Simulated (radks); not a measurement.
Task: These are the eigenvalues of the occupied orbitals of an atom or ion with whole-number occupations (Ry). All-electron calculation, Dirac Kohn-Sham, BLYP, spin-unpolarised, spherical densities, point nucleus. Program: a radial shooting solver on a logarithmic mesh with Libxc functionals.

| orbital | eigenvalue |
|---|---|
| 1s1/2 | -1628.666 |
| 2s1/2 | -311.3006 |
| 2p1/2 | -295.1618 |
| 2p3/2 | -286.2912 |
| 3s1/2 | -114.4004 |
| 3p1/2 | -108.6682 |
| 3p3/2 | -106.6251 |

Which element is it, and in what charge state? The configuration may be excited. Open shells, if any, fill j = l - 1/2 first.

Result: Z = 43, technetium, charge +27: Tc27+ in [Ne] 3s2 3p4. The list shows which subshells hold electrons but not how many an open one holds; the 1s level, -814.33 hartree, gives Z - s = 40.4 by -(Z - s)^2/2, which with screening and relativity narrows Z to a few neighbours, and the depths of the outer levels then fix element, charge and occupations together.
